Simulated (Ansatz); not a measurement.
CH$_{3}$FN$_{2}$Si (`N[SiH]1N=C1F`), 8 atoms. The species carries charge 0 and has multiplicity 1. All runs use 2 threads of an Intel Xeon 6975P-C on a shared host. Correlated methods freeze the cores.

**Question.** How many basis functions does each run have, and how long does it take in Ansatz? RKS PBE-QIDH (frozen core)/def2-TZVPP energy; RKS PBE0-D4/def2-TZVP relaxation (10 steps); RHF-CCSD(T)/def2-SVP energy; RKS r2SCAN0-D4/def2-TZVPP energy; RKS PBE0-D4/def2-TZVP frequencies; RKS PBE0-D4/def2-SVP energy; RHF-MP2/def2-QZVPP energy; RHF-CCSD(T)/def2-TZVPP energy; RKS ωB97M-V/def2-SVP energy; RKS BHLYP-D4/def2-TZVPP energy; direct RPA on PBE orbitals/def2-TZVPP energy; RKS ωB97M-V/def2-QZVPP energy. (Estimate.)

**Answer.** Ansatz gave: Other jobs shared the machine, so times are rough.

```csv
level,job,functions,wall time,peak host memory (GiB)
RKS PBE0-D4/def2-SVP,energy,89,0.6 s,0.18
RKS BHLYP-D4/def2-TZVPP,energy,208,1.9 s,0.43
RKS ωB97M-V/def2-SVP,energy,89,2 s,0.26
RHF-CCSD(T)/def2-SVP,energy,89,2.3 s,0.32
RKS r2SCAN0-D4/def2-TZVPP,energy,208,2.6 s,0.44
direct RPA on PBE orbitals/def2-TZVPP,energy,208,3.1 s,0.43
RKS PBE-QIDH (frozen core)/def2-TZVPP,energy,208,3.4 s,0.46
RKS ωB97M-V/def2-QZVPP,energy,388,11 s,1.2
RHF-MP2/def2-QZVPP,energy,388,14 s,1.7
RKS PBE0-D4/def2-TZVP,relaxation (10 steps),179,22 s,0.4
RHF-CCSD(T)/def2-TZVPP,energy,208,36 s,3.2
RKS PBE0-D4/def2-TZVP,frequencies,179,69 s,0.42
```
